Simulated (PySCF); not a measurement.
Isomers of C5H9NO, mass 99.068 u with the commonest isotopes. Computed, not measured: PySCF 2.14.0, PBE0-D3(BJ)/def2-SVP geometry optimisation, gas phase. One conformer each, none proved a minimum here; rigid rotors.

**Question.** Order these by radius of gyration √(Σ m r²/M), largest first.
A. `[CH2:1]=[C:2]([CH2:3][CH3:4])[C:5]([NH2:6])=[O:7]` with C1–C2–C3–C4 97°, C1–C2–C5–N6 26°, C2–C5–N6–H 16° and 177°
B. tert-butyl isocyanate (`CC(C)(C)N=C=O`)
C. `[CH3:1][C:2]([CH3:3])=[CH:4][C:5]([NH2:6])=[O:7]` with C2–C4–C5–N6 179°, C4–C5–N6–H 2° and 179°

**Answer.** C (1.985 Å), B (1.942 Å), A (1.865 Å).

**Question.** Order these by rotational constant B, smallest first.
A. `[CH3:1][C:2]([CH3:3])=[CH:4][C:5]([NH2:6])=[O:7]` with C2–C4–C5–N6 179°, C4–C5–N6–H 2° and 179°
B. `[CH2:1]=[C:2]([CH2:3][CH3:4])[C:5]([NH2:6])=[O:7]` with C1–C2–C3–C4 97°, C1–C2–C5–N6 26°, C2–C5–N6–H 16° and 177°
C. `CC(C)(C)N=C=O` (tert-butyl isocyanate)

**Answer.** C (1589 MHz), A (1703 MHz), B (2176 MHz).

**Question.** Order these by rotational constant A, smallest first.
A. `[CH3:1][C:2]([CH3:3])=[CH:4][C:5]([NH2:6])=[O:7]` with C2–C4–C5–N6 179°, C4–C5–N6–H 2° and 179°
B. `[CH2:1]=[C:2]([CH2:3][CH3:4])[C:5]([NH2:6])=[O:7]` with C1–C2–C3–C4 97°, C1–C2–C5–N6 26°, C2–C5–N6–H 16° and 177°
C. tert-butyl isocyanate, `CC(C)(C)N=C=O`

**Answer.** B (3979 MHz), C (4573 MHz), A (5219 MHz).

```json
{"SMILES": "CC(C)=CC(N)=O", "point group": "near Cs", "Ia (u·Å²)": "96.83", "Ib (u·Å²)": "296.72", "Ic (u·Å²)": "387.34", "κ": "-0.80", "μa (D)": "0.46", "μb (D)": "3.10", "μc (D)": "0.06"}
{"SMILES": "CC(C)(C)N=C=O", "point group": "Cs", "Ia (u·Å²)": "110.52", "Ib (u·Å²)": "318.04", "Ic (u·Å²)": "318.66", "κ": "-1.00", "μa (D)": "3.07", "μb (D)": "0.02", "μc (D)": "0.57"}
{"SMILES": "C=C(CC)C(N)=O", "point group": "C1", "Ia (u·Å²)": "127.01", "Ib (u·Å²)": "232.21", "Ic (u·Å²)": "329.85", "κ": "-0.47", "μa (D)": "1.50", "μb (D)": "2.94", "μc (D)": "0.59"}
```
